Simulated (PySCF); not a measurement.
CCl2F, SMILES F[C](Cl)Cl, multiplicity 2. The structure is a stationary point at PBE-D3(BJ)/def2-SVP. The isomer is the one that the SMILES or the coordinates give; other isomers of the formula were not compared.

**Question.** Give the equilibrium geometry at PBE-D3(BJ)/def2-SVP (PySCF confirms it by a frequency run) as bond lengths and angles, and its point group. (Estimate from the structure and the level; the computed values follow.)

**Answer.** point group Cs.
Atoms: F1 C2 Cl3 Cl4. Bond lengths (Å): F1–C2 1.330, C2–Cl3 1.740, C2–Cl4 1.740. Bond angles (°): F1–C2–Cl3 113.3, F1–C2–Cl4 113.3, Cl3–C2–Cl4 116.7.
Charge 0, spin multiplicity 2.
